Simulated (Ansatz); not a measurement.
Ansatz (a quantum-chemistry and plane-wave program) input (MP2/6-31G* with LANL2DZ past Ar): The .json file joins the Basis Set Exchange's 6-31G* for atoms up to Ar and LANL2DZ past it.

Ansatz 0.2 input:
```yaml
crystal:
  periodic: [false, false, false]
  atoms:
    - {symbol: C, position_ang: [-2.15143800, 1.40227100, 0.48785600]}
    - {symbol: C, position_ang: [-1.40577900, 0.30666500, 0.61460500]}
    - {symbol: C, position_ang: [-1.96986200, -1.07597400, 0.47270200]}
    - {symbol: C, position_ang: [0.05285100, 0.40735700, 0.92147000]}
    - {symbol: Se, position_ang: [1.24200900, -0.15555800, -0.58147400]}
    - {symbol: H, position_ang: [-3.21135100, 1.34396500, 0.27519800]}
    - {symbol: H, position_ang: [-1.72566400, 2.39283800, 0.58993700]}
    - {symbol: H, position_ang: [-1.50442600, -1.59700300, -0.36758900]}
    - {symbol: H, position_ang: [-1.77055400, -1.67120200, 1.36910200]}
    - {symbol: H, position_ang: [-3.04593600, -1.05248700, 0.30717200]}
    - {symbol: H, position_ang: [0.34997700, 1.43394000, 1.12218900]}
    - {symbol: H, position_ang: [0.33764800, -0.20869200, 1.77283600]}
    - {symbol: H, position_ang: [1.18736500, -1.59429000, -0.27851200]}
basis:
  gaussian:
    orbitals: 6-31Gs+LANL2DZ.json
magnetization: {spin_polarized: false}
correlation: {method: mp2, electrons: outside_noble_gas}
relax: {f_tol: 0.003, max_steps: 120}
```

Output:

```
Functional definition: HF
these checks for a lower state are left out or cut short: cluster_reference
integrals: 0.04 GiB planned
1075 factors; integrals over basis functions are off by at most 4.1e-4 eV
mean field: 0.22 GiB planned
mean field evaluation 1: about -4490.1729 eV, gradient 2.7e1 eV
mean field evaluation 2: about -4490.3034 eV, gradient 2.7e1 eV
mean field evaluation 4: about -4492.6616 eV, gradient 2.7e0 eV
mean field evaluation 8: about -4492.6865 eV, gradient 1.4e-1 eV
mean field -4492.68661489 eV, -165.1031878448 hartree, gradient 3.2e-6 eV, S^2 0.000000; 0 other end points of the search recorded, 0 dependent functions left out
4 core orbitals not correlated
reference -4492.68661489 eV, -165.1031878448 hartree; 15, 15 occupied and 65, 65 virtual orbitals, 1075 factors
densities: 0.18 GiB planned
second order -15.25410470 eV of doubles, -0.00000000 eV of singles
the calculation of the forces begins
relax step   1: F+E_penalty+E_count = -4507.94071958 eV  Δ(F+E_penalty+E_count) = +0.000e0 eV  max|allowed force component| = 4.400e-1 eV/Å  Δτ_max = 0.0000 Å  (53 SCF iters, accepted)
these checks for a lower state are left out or cut short: starts, cluster_reference, orbital_swaps, neighbouring_geometries, increment
integrals: 0.04 GiB planned
1075 factors; integrals over basis functions are off by at most 4.1e-4 eV
mean field: 0.22 GiB planned
mean field evaluation 16: about -4492.5284 eV, gradient 9.5e-3 eV
mean field -4492.66995319 eV, -165.1025755386 hartree, gradient 3.1e-6 eV, S^2 0.000000; 0 other end points of the search recorded, 0 dependent functions left out; unrestricted orbitals would lower it
4 core orbitals not correlated
reference -4492.66995319 eV, -165.1025755386 hartree; 15, 15 occupied and 65, 65 virtual orbitals, 1075 factors
densities: 0.18 GiB planned
second order -15.28393710 eV of doubles, -0.00000000 eV of singles
the calculation of the forces begins
relax step   2: F+E_penalty+E_count = -4507.95389029 eV  Δ(F+E_penalty+E_count) = -1.317e-2 eV  max|allowed force component| = 1.013e-1 eV/Å  Δτ_max = 0.0299 Å  (46 SCF iters, accepted)
these checks for a lower state are left out or cut short: starts, cluster_reference, orbital_swaps, neighbouring_geometries, increment
integrals: 0.04 GiB planned
1075 factors; integrals over basis functions are off by at most 4.2e-4 eV
mean field: 0.22 GiB planned
mean field evaluation 32: about -4492.6645 eV, gradient 1.2e-4 eV
mean field -4492.66452766 eV, -165.1023761543 hartree, gradient 3.1e-6 eV, S^2 0.000000; 0 other end points of the search recorded, 0 dependent functions left out; unrestricted orbitals would lower it
4 core orbitals not correlated
reference -4492.66452766 eV, -165.1023761543 hartree; 15, 15 occupied and 65, 65 virtual orbitals, 1075 factors
densities: 0.18 GiB planned
second order -15.29005907 eV of doubles, -0.00000000 eV of singles
the calculation of the forces begins
relax step   3: F+E_penalty+E_count = -4507.95458674 eV  Δ(F+E_penalty+E_count) = -6.964e-4 eV  max|allowed force component| = 4.008e-2 eV/Å  Δτ_max = 0.0250 Å  (45 SCF iters, accepted)
these checks for a lower state are left out or cut short: starts, cluster_reference, orbital_swaps, neighbouring_geometries, increment
integrals: 0.04 GiB planned
1075 factors; integrals over basis functions are off by at most 4.2e-4 eV
mean field: 0.22 GiB planned
mean field -4492.66574557 eV, -165.1024209116 hartree, gradient 3.9e-6 eV, S^2 0.000000; 0 other end points of the search recorded, 0 dependent functions left out
4 core orbitals not correlated
reference -4492.66574557 eV, -165.1024209116 hartree; 15, 15 occupied and 65, 65 virtual orbitals, 1075 factors
densities: 0.18 GiB planned
second order -15.28940588 eV of doubles, -0.00000000 eV of singles
the calculation of the forces begins
relax step   4: F+E_penalty+E_count = -4507.95515145 eV  Δ(F+E_penalty+E_count) = -5.647e-4 eV  max|allowed force component| = 9.732e-3 eV/Å  Δτ_max = 0.0133 Å  (35 SCF iters, accepted)
these checks for a lower state are left out or cut short: starts, cluster_reference, orbital_swaps, neighbouring_geometries, increment
integrals: 0.04 GiB planned
1075 factors; integrals over basis functions are off by at most 4.2e-4 eV
mean field: 0.22 GiB planned
mean field -4492.66567455 eV, -165.1024183014 hartree, gradient 3.2e-6 eV, S^2 0.000000; 0 other end points of the search recorded, 0 dependent functions left out; unrestricted orbitals would lower it
4 core orbitals not correlated
reference -4492.66567455 eV, -165.1024183014 hartree; 15, 15 occupied and 65, 65 virtual orbitals, 1075 factors
densities: 0.18 GiB planned
second order -15.28956768 eV of doubles, -0.00000000 eV of singles
the calculation of the forces begins
relax step   5: F+E_penalty+E_count = -4507.95524223 eV  Δ(F+E_penalty+E_count) = -9.078e-5 eV  max|allowed force component| = 9.470e-3 eV/Å  Δτ_max = 0.0067 Å  (35 SCF iters, accepted)
these checks for a lower state are left out or cut short: starts, cluster_reference, orbital_swaps, neighbouring_geometries, increment
integrals: 0.04 GiB planned
1075 factors; integrals over basis functions are off by at most 4.2e-4 eV
mean field: 0.22 GiB planned
mean field -4492.66495141 eV, -165.1023917268 hartree, gradient 3.1e-6 eV, S^2 0.000000; 0 other end points of the search recorded, 0 dependent functions left out; unrestricted orbitals would lower it
4 core orbitals not correlated
reference -4492.66495141 eV, -165.1023917268 hartree; 15, 15 occupied and 65, 65 virtual orbitals, 1075 factors
densities: 0.18 GiB planned
second order -15.29057394 eV of doubles, -0.00000000 eV of singles
the calculation of the forces begins
relax step   6: F+E_penalty+E_count = -4507.95552536 eV  Δ(F+E_penalty+E_count) = -2.831e-4 eV  max|allowed force component| = 1.803e-2 eV/Å  Δτ_max = 0.0398 Å  (46 SCF iters, accepted)
these checks for a lower state are left out or cut short: starts, cluster_reference, orbital_swaps, neighbouring_geometries, increment
integrals: 0.04 GiB planned
1075 factors; integrals over basis functions are off by at most 4.2e-4 eV
mean field: 0.22 GiB planned
mean field evaluation 64: about -4492.5176 eV, gradient 1.2e0 eV
mean field -4492.66451577 eV, -165.1023757171 hartree, gradient 3.1e-6 eV, S^2 0.000000; 0 other end points of the search recorded, 0 dependent functions left out; unrestricted orbitals would lower it
4 core orbitals not correlated
reference -4492.66451577 eV, -165.1023757171 hartree; 15, 15 occupied and 65, 65 virtual orbitals, 1075 factors
densities: 0.18 GiB planned
second order -15.28468299 eV of doubles, -0.00000000 eV of singles
the calculation of the forces begins
relax step   7: F+E_penalty+E_count = -4507.94919876 eV  Δ(F+E_penalty+E_count) = +6.327e-3 eV  max|allowed force component| = 4.056e-1 eV/Å  Δτ_max = 0.0223 Å  (47 SCF iters, rejected (line search))
these checks for a lower state are left out or cut short: starts, cluster_reference, orbital_swaps, neighbouring_geometries, increment
integrals: 0.04 GiB planned
1075 factors; integrals over basis functions are off by at most 4.2e-4 eV
mean field: 0.22 GiB planned
mean field -4492.66439015 eV, -165.1023711007 hartree, gradient 6.7e-6 eV, S^2 0.000000; 0 other end points of the search recorded, 0 dependent functions left out
4 core orbitals not correlated
reference -4492.66439015 eV, -165.1023711007 hartree; 15, 15 occupied and 65, 65 virtual orbitals, 1075 factors
densities: 0.18 GiB planned
second order -15.29121712 eV of doubles, -0.00000000 eV of singles
the calculation of the forces begins
relax step   8: F+E_penalty+E_count = -4507.95560727 eV  Δ(F+E_penalty+E_count) = -8.191e-5 eV  max|allowed force component| = 1.774e-2 eV/Å  Δτ_max = 0.0107 Å  (35 SCF iters, accepted)
these checks for a lower state are left out or cut short: starts, cluster_reference, orbital_swaps, neighbouring_geometries, increment
integrals: 0.04 GiB planned
1075 factors; integrals over basis functions are off by at most 4.2e-4 eV
mean field: 0.22 GiB planned
mean field -4492.66494682 eV, -165.1023915580 hartree, gradient 7.6e-6 eV, S^2 0.000000; 0 other end points of the search recorded, 0 dependent functions left out
4 core orbitals not correlated
reference -4492.66494682 eV, -165.1023915580 hartree; 15, 15 occupied and 65, 65 virtual orbitals, 1075 factors
densities: 0.18 GiB planned
second order -15.29070269 eV of doubles, -0.00000000 eV of singles
the calculation of the forces begins
relax step   9: F+E_penalty+E_count = -4507.95564951 eV  Δ(F+E_penalty+E_count) = -4.225e-5 eV  max|allowed force component| = 7.058e-3 eV/Å  Δτ_max = 0.0120 Å  (35 SCF iters, accepted)
these checks for a lower state are left out or cut short: starts, cluster_reference, orbital_swaps, neighbouring_geometries, increment
integrals: 0.04 GiB planned
1075 factors; integrals over basis functions are off by at most 4.2e-4 eV
mean field: 0.22 GiB planned
mean field evaluation 96: about -4492.6648 eV, gradient 3.0e-6 eV
mean field -4492.66481697 eV, -165.1023867859 hartree, gradient 3.0e-6 eV, S^2 0.000000; 0 other end points of the search recorded, 0 dependent functions left out
4 core orbitals not correlated
reference -4492.66481697 eV, -165.1023867859 hartree; 15, 15 occupied and 65, 65 virtual orbitals, 1075 factors
densities: 0.18 GiB planned
second order -15.29084323 eV of doubles, -0.00000000 eV of singles
the calculation of the forces begins
relax step  10: F+E_penalty+E_count = -4507.95566020 eV  Δ(F+E_penalty+E_count) = -1.069e-5 eV  max|allowed force component| = 3.333e-3 eV/Å  Δτ_max = 0.0043 Å  (35 SCF iters, accepted)
these checks for a lower state are left out or cut short: starts, cluster_reference, orbital_swaps, neighbouring_geometries, increment
integrals: 0.04 GiB planned
1075 factors; integrals over basis functions are off by at most 4.2e-4 eV
mean field: 0.22 GiB planned
mean field -4492.66483045 eV, -165.1023872816 hartree, gradient 2.4e-6 eV, S^2 0.000000; 0 other end points of the search recorded, 0 dependent functions left out; unrestricted orbitals would lower it
4 core orbitals not correlated
reference -4492.66483045 eV, -165.1023872816 hartree; 15, 15 occupied and 65, 65 virtual orbitals, 1075 factors
densities: 0.18 GiB planned
second order -15.29083692 eV of doubles, -0.00000000 eV of singles
the calculation of the forces begins
relax step  11: F+E_penalty+E_count = -4507.95566738 eV  Δ(F+E_penalty+E_count) = -7.175e-6 eV  max|allowed force component| = 2.580e-3 eV/Å  Δτ_max = 0.0035 Å  (35 SCF iters, accepted)
these checks for a lower state are left out or cut short: cluster_reference
integrals: 0.04 GiB planned
1075 factors; integrals over basis functions are off by at most 4.2e-4 eV
mean field: 0.22 GiB planned
mean field -4492.66483045 eV, -165.1023872816 hartree, gradient 2.4e-6 eV, S^2 0.000000; 1 other end points of the search recorded, 0 dependent functions left out; unrestricted orbitals would lower it
4 core orbitals not correlated
reference -4492.66483045 eV, -165.1023872816 hartree; 15, 15 occupied and 65, 65 virtual orbitals, 1075 factors
densities: 0.18 GiB planned
second order -15.29083692 eV of doubles, -0.00000000 eV of singles
the calculation of the forces begins
Total energy: -4507.95566738 eV, -165.6643151740 hartree
Atom 0 at    -2.153967     1.402607     0.486563 Å, force    -0.002448    -0.000810    -0.000675 eV/Å
Atom 1 at    -1.394953     0.302787     0.610997 Å, force    -0.001387     0.000920    -0.000181 eV/Å
Atom 2 at    -1.964381    -1.081277     0.473594 Å, force     0.000726     0.000350     0.000719 eV/Å
Atom 3 at     0.065567     0.408980     0.919247 Å, force     0.001356    -0.001039     0.001019 eV/Å
Atom 4 at     1.293429    -0.147048    -0.561947 Å, force    -0.000590     0.002580     0.000352 eV/Å
Atom 5 at    -3.217782     1.337970     0.278690 Å, force     0.001721    -0.000040    -0.000321 eV/Å
Atom 6 at    -1.734819     2.399774     0.585296 Å, force     0.000620     0.000333    -0.000333 eV/Å
Atom 7 at    -1.504329    -1.610856    -0.366883 Å, force    -0.000532     0.000100    -0.000553 eV/Å
Atom 8 at    -1.772975    -1.673003     1.376432 Å, force    -0.000184    -0.000153    -0.000090 eV/Å
Atom 9 at    -3.043539    -1.048863     0.306384 Å, force    -0.000167    -0.000047     0.000291 eV/Å
Atom 10 at     0.343206     1.445310     1.126054 Å, force    -0.000397    -0.000191     0.000403 eV/Å
Atom 11 at     0.330917    -0.191606     1.793517 Å, force     0.001357     0.000105    -0.000835 eV/Å
Atom 12 at     1.138468    -1.612945    -0.322452 Å, force    -0.000077    -0.002108     0.000205 eV/Å
Dipole moment:    -0.179981    -0.113267     0.214374 e Å
Checks for a lower state left out: cluster_reference
```

The geometry given is a B3LYP-D3(BJ)/def2-TZVP minimum.
